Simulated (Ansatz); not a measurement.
Mulliken charges of `[NH]=[Ta]([NH2])([OH])[F]` from PBE/def2-TZVPP in Ansatz (PBE0-D4/def2-TZVP geometry).

```
atom   x (Å)   y (Å)   z (Å)  charge (e)
  N1   0.436   1.353  -0.962      -0.408
 Ta2  -0.058   0.322   0.384       0.822
  N3   0.883  -1.384   0.058      -0.413
  O4  -1.945   0.036   0.390      -0.380
  F5   0.445   1.059   2.059      -0.312
  H6   0.701   2.034  -1.651       0.157
  H7   1.528  -1.567  -0.693       0.179
  H8   0.734  -2.219   0.607       0.151
  H9  -2.634   0.320  -0.209       0.204
```

Task: By hand: the dipole of these point charges (1 e Å = 4.8032 D).

Result: Σ q r = (-0.033, -0.291, -0.441) e Å, of length 0.529 e Å = 2.54 D.

Task: How does the dipole of the full density compare? (An estimate is asked.)

Result: The calculation gave: (-0.132, -0.296, -0.352) e Å, 2.30 D; the point charges give 1.10 times that, at 14° from its direction.

Point charges leave out the atoms' own dipoles, such as those of lone pairs, and Mulliken's split depends on the basis, so the close match here is no proof of good charges.
